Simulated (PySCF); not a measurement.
**UHF on Si²⁺ (silicon, charge +2)**

Configuration: [Ne] 3s2, closed-shell 1S. Calculation: PySCF 2.14, in dyall-av3z; scalar relativity by spin-free X2C-1e.

```
Total energy                        : -288.601135 hartree
One-electron energy                 : -391.0831 hartree
Hartree (Coulomb) energy            : 122.3301 hartree
Exchange energy                     : -19.8481 hartree
⟨S²⟩                                : 0.0000
⟨L²⟩                                : 0.000
Sum of ⟨r⟩                          : 8.511 bohr
Sum of ⟨r²⟩                         : 11.91 bohr²
Langevin diamagnetic susceptibility : -9.43 ×10⁻⁶ cm³/mol
```

```tsv
shell	electrons	mean orbital energy (hartree)	rms radius, mean of both spins (bohr)
1s	2	-69.78632	0.129
2s	2	-6.97224	0.611
2p	6	-5.03888	0.598
3s	2	-1.18436	2.12
```

Densities and radii are taken from the X2C orbitals without a picture-change correction, which distorts them close to the nucleus.
